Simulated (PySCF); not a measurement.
A hydrogen-terminated cluster with one unit changed: Si6H12, framework. Isolated molecules, 0 K electronic values unless said otherwise. One relaxed conformer stands for each flexible species; it need not be the lowest. Strings in code marks are SMILES.

The vertical ionisation energy (Delta-SCF) from two functionals at the same geometries (PBE0-D3(BJ)/def2-SVP), both in PySCF: PBE-D3(BJ)/def2-TZVP and ωB97X-D3(BJ)/def2-TZVP. Delta-SCF ions had no search for a lower state. 

```json
[
 {"species": "a SiH2 unit replaced by GaH1 (`[GaH]1[SiH2][SiH2][SiH2][SiH2][SiH2]1`)", "PBE-D3(BJ)/def2-TZVP (eV)": "8.40"},
 {"species": "a SiH2 unit replaced by OH0 (`[SiH2]1[SiH2][SiH2][SiH2]O[SiH2]1`)", "PBE-D3(BJ)/def2-TZVP (eV)": "8.67"},
 {"species": "a SiH2 unit replaced by SH0 (`[SiH2]1[SiH2][SiH2]S[SiH2][SiH2]1`)", "PBE-D3(BJ)/def2-TZVP (eV)": "8.31"},
 {"species": "a SiH2 unit replaced by SbH2+ (`[SbH2+]1[SiH2][SiH2][SiH2][SiH2][SiH2]1`)", "PBE-D3(BJ)/def2-TZVP (eV)": "12.96"}
]
```

**Question.** What does ωB97X-D3(BJ)/def2-TZVP give for each?

**Answer.** 
- a SiH2 unit replaced by GaH1 (`[GaH]1[SiH2][SiH2][SiH2][SiH2][SiH2]1`): 8.89
- a SiH2 unit replaced by OH0 (`[SiH2]1[SiH2][SiH2][SiH2]O[SiH2]1`): 9.55
- a SiH2 unit replaced by SH0 (`[SiH2]1[SiH2][SiH2]S[SiH2][SiH2]1`): 8.97
- a SiH2 unit replaced by SbH2+ (`[SbH2+]1[SiH2][SiH2][SiH2][SiH2][SiH2]1`): 13.48
Over these rows, drawn at random from the members with no instability flagged (it was tested for open shells, ions and some series alone), PBE minus ωB97X-D3(BJ): mean -0.64 eV, from -0.88 eV to -0.49 eV.
